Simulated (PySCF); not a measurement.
sulfur monoxide (OS), triplet, geometry from GFN2-xTB, atoms displaced at random by about 0.02 Å a coordinate. Base run: B3LYP/def2-SVP run with PySCF.

Input for PySCF:
```python
from pyscf import gto, scf, dft
from pyscf.geomopt import geometric_solver

mol = gto.M(
    atom='''
O    -0.032257    0.006638   -0.972400
S     0.022544    0.017071    0.483131
''',
    basis='def2-svp',
    charge=0,
    spin=2,
    verbose=3,
)

def method(m):
    mf = dft.UKS(m)
    mf.xc = 'b3lyp'
    return mf

conv, mol_eq = geometric_solver.kernel(method(mol), maxsteps=100)
print('optimisation converged:', conv)
print(mol_eq.tostring(format='xyz'))
mf = method(mol_eq)
mf.kernel()
```

The base run was repeated with changes; each row names its change, and settings that it needs were set with it.

```tsv
change	ΔE vs base (µEh)	optimiser steps	core-seconds (rough)
base	0.0	5	10
coordsys = cart	0.0	6	20
coordsys = dlc	0.0	5	10
convergence_set = GAU_VERYTIGHT	0.3	57	100
coordsys = prim	0.0	5	10
convergence_set = NWCHEM_LOOSE	0.0	5	10
convergence_set = TURBOMOLE	0.0	5	10
```

Open shells are given as the SCF converged; they aren't shown to be the lowest states, and a large step between rows can be another state.
